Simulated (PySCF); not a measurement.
**Electric properties by functional and basis**

Species: C2H11BN2Si.
SMILES: `N(B(C)C)[SiH2]N`

PySCF, dipoles from the SCF density, polarisabilities from static response with core orbitals frozen. Isolated species at its PBE0-D3(BJ)/def2-SVP geometry (one conformer only).

The anisotropy is √(½[(α1 − α2)² + (α2 − α3)² + (α3 − α1)²]).

```csv
level,μ (D),α (au),anisotropy (au)
LDA/def2-SVPD,1.694,89.10,31.30
PBE/def2-SVPD,1.706,87.44,30.68
B3LYP/def2-SVPD,1.652,83.88,27.30
PBE0/def2-SVPD,1.646,83.16,27.24
BHandHLYP/def2-SVPD,1.590,79.81,24.14
CAM-B3LYP/def2-SVPD,1.627,82.20,25.62
wB97X-D/def2-SVPD,1.620,82.33,25.63
LC-wPBE/def2-SVPD,1.617,80.11,24.62
HF/def2-SVPD,1.537,75.48,20.30
PBE0/6-31G*,1.919,67.54,26.42
PBE0/6-31+G*,1.698,76.99,25.38
PBE0/def2-SVP,1.916,70.95,25.97
PBE0/aug-cc-pVDZ,1.609,85.39,28.03
PBE0/def2-TZVP,1.742,79.71,26.91
```

The dipole runs from 1.54 D (HF/def2-SVPD) to 1.92 D (PBE0/6-31G*). No reference polarisability is at hand; against PBE0 in the largest diffuse basis at hand (aug-cc-pVDZ) the other PBE0 rows deviate by 6-31G* -21%, 6-31+G* -10%, def2-SVP -17%, def2-SVPD -3%, def2-TZVP -7%. In one basis (def2-SVPD) the functionals order the polarisability from HF (lowest) to LDA (highest), a spread of 18%. With PBE0 the polarisability is 72.73 au without diffuse functions (mean of 6-31G*, def2-SVP and def2-TZVP) and 81.85 au with them (mean of 6-31+G*, def2-SVPD and aug-cc-pVDZ).
